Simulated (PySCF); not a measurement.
A structure optimised at PBE-D3(BJ)/def2-SVP, used in a PySCF frequency run:

```xyz
19

C      1.6280     1.1793     0.9926
C      1.1525    -0.1283     0.3518
C      1.9689    -0.4894    -0.8962
N     -0.3059    -0.1007     0.0568
Si    -1.0473     1.2874    -0.7345
Si    -1.1867    -1.5502     0.5183
H      2.6979     1.1133     1.2743
H      1.0388     1.4154     1.9005
H      1.5269     2.0314     0.2862
H      1.3156    -0.9355     1.1050
H      1.8619     0.2929    -1.6757
H      3.0473    -0.5850    -0.6546
H      1.6234    -1.4498    -1.3274
H     -2.4226     0.8670    -1.1644
H     -0.2574     1.7223    -1.9434
H     -1.1741     2.4947     0.1614
H     -2.6276    -1.3847     0.1315
H     -1.0851    -1.7906     2.0051
H     -0.6242    -2.7781    -0.1577
```
Charge 0, spin multiplicity 1.

Problem. Write its SMILES and formula.

Solution. CC(C)N([SiH3])[SiH3], C₃H₁₃NSi₂

Problem. What are its rotational constants (standard atomic weights)?

Solution. 2.3015, 1.8039, 1.3006 GHz
